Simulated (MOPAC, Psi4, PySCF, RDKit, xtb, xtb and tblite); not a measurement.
Two geometries of C5H14OSi, SMILES CC(C[SiH2]OC)C, singlet, relaxed at GFN2-xTB with one dihedral held; other torsions can differ between them too.

Structure A

```
21

C     -3.9217    -0.6917     0.1689
O     -2.6580    -0.1085     0.0889
Si    -1.2952    -0.6479    -0.6153
C     -1.6148    -1.3579    -2.3555
C     -0.4091    -2.0130    -3.0322
C     -0.8213    -2.6351    -4.3665
C      0.7141    -1.0050    -3.2510
H     -4.5945     0.0262     0.6404
H     -3.8927    -1.6023     0.7731
H     -4.3052    -0.9414    -0.8234
H     -0.6839    -1.7162     0.1910
H     -0.5437     0.5988    -0.5808
H     -1.9924    -0.5684    -3.0118
H     -2.4134    -2.1040    -2.2900
H     -0.0344    -2.8104    -2.3809
H     -1.6057    -3.3754    -4.2222
H      0.0264    -3.1251    -4.8410
H     -1.1946    -1.8676    -5.0422
H      1.5470    -1.4697    -3.7749
H      0.3590    -0.1672    -3.8473
H      1.0747    -0.6215    -2.3005
```

Structure B

```
21

C      3.8288    -0.5645    -0.1712
O      2.5564    -0.0462     0.0562
Si     1.1279    -0.7315    -0.3017
C     -0.0843     0.3096     0.7112
C     -1.5255     0.2495     0.2103
C     -2.4091     1.2021     1.0158
C     -2.0793    -1.1688     0.2921
H      4.5563     0.1054     0.2888
H      3.9282    -1.5608     0.2655
H      4.0325    -0.6353    -1.2427
H      0.8791    -0.6707    -1.7492
H      1.1288    -2.1504     0.0870
H     -0.0657    -0.0083     1.7557
H      0.2479     1.3497     0.7019
H     -1.5433     0.5664    -0.8383
H     -2.0383     2.2225     0.9465
H     -3.4325     1.1847     0.6463
H     -2.4188     0.9116     2.0647
H     -3.1231    -1.1903    -0.0149
H     -2.0148    -1.5400     1.3128
H     -1.5159    -1.8373    -0.3525
```

**Question.** Which is lower in energy at the level B3LYP-D3(BJ)/def2-SVP // GFN2-xTB in Psi4, and by how much?

**Answer.** B is lower, by 1.05 kcal/mol (dihedral C1–O2–Si3–C4: 45° in A, 165° in B).

E(B) − E(A) in kcal/mol at the other levels, on the same two geometries: GFN2-xTB (xtb and tblite) -1.35; MMFF94 // GFN2-xTB (RDKit) -0.50; B3LYP/def2-SVP // GFN2-xTB (Psi4) -1.24; PBE/def2-SVP // GFN2-xTB (Psi4) -1.10; PBE-D3(BJ)/def2-SVP // GFN2-xTB (Psi4) -0.96; UFF // GFN2-xTB (RDKit) -3.95; AM1, restricted, heats of formation // GFN2-xTB (MOPAC) -0.33; PM7, restricted, heats of formation // GFN2-xTB (MOPAC) 0.51; GFN1-xTB // GFN2-xTB (xtb) 0.95; restricted B3LYP/6-31G*, spherical d, density fitting // GFN2-xTB (PySCF) -1.01; restricted Hartree-Fock/LANL2DZ, with its core potentials past Ne // GFN2-xTB (PySCF) -1.08; restricted Hartree-Fock/6-31G*, spherical d, density fitting // GFN2-xTB (PySCF) -1.52; restricted BP86/6-31G*, spherical d, density fitting // GFN2-xTB (PySCF) -0.88.

MMFF94 has few fitted parameters for silicon.
